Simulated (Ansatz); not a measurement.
Dimer: HCl (SMILES Cl) (first 2 atoms) with H2Se (SMILES [SeH2]); geometry from B3LYP-D3(BJ)/def2-TZVP.
(charge 0, multiplicity 1):
```tsv
atom	x (Å)	y (Å)	z (Å)
Cl	0.2739	-0.6894	-0.3934
H	0.1376	-0.2267	0.8135
Se	-0.0330	0.5516	3.1973
H	1.4028	0.2964	3.3895
H	-0.3691	-0.8133	3.6307
```

Basis-set superposition error: the interaction energy with monomers in their own basis, and in the dimer's basis (counterpoise).

The values were computed with Ansatz (Gaussian basis) for Hartree–Fock, density functionals and correlated methods. Each number belongs to the level named beside it.

```tsv
level	uncorrected (kcal/mol)	counterpoise (kcal/mol)	difference
HF/def2-SVPD	-1.27	-0.58	0.70
HF/def2-TZVPPD	-0.51	-0.39	0.12
PBE/def2-TZVPPD	-4.19	-4.04	0.15
B97M-V/def2-TZVPPD	-3.80	-3.66	0.13
B3LYP/def2-TZVPPD	-2.78	-2.63	0.15
B2PLYP/def2-TZVPPD	-3.07	-2.80	0.27
SCS-MP2/def2-SVPD	-3.73	-2.05	1.68
CCSD/def2-TZVPPD	-2.78	-2.23	0.55
CCSD/def2-QZVPPD	-2.64	-2.51	0.13
CCSD(T)/def2-TZVPPD	-3.24	-2.65	0.59
```

The error is largest for SCS-MP2/def2-SVPD (1.68 kcal/mol) and smallest for HF/def2-TZVPPD (0.12 kcal/mol).

Ansatz is an electronic-structure program.
